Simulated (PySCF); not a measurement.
## CsMg at ROHF-CCSD(T)

Computed with ROHF-CCSD(T); PySCF, scalar-relativistic core potentials, basis sets Cs def2-SVPD with ECP46, Mg def2-SVPD.

```json
{
  "state": "²Σ⁺ (doublet), unpaired electrons σ ↑",
  "bond length": "463.6 pm",
  "harmonic wavenumber": "41.0 cm⁻¹",
  "force constant": "0.0201 mdyn/Å",
  "rotational constant Be": "0.03860 cm⁻¹",
  "anharmonicity ωexe": "1.13 cm⁻¹",
  "vibration–rotation constant αe": "0.000916 cm⁻¹",
  "well depth De to Cs + Mg": "0.07 eV",
  "dissociation energy D0": "0.07 eV"
}
```

Correlated steps freeze 1 core orbital. The bond is weak. Basis-set superposition, not corrected here, can be much of De in a small basis, most of all at correlated wavefunction levels. Spin–orbit coupling is left out. The state was picked by a PBE0 search and need not be the measured ground state.
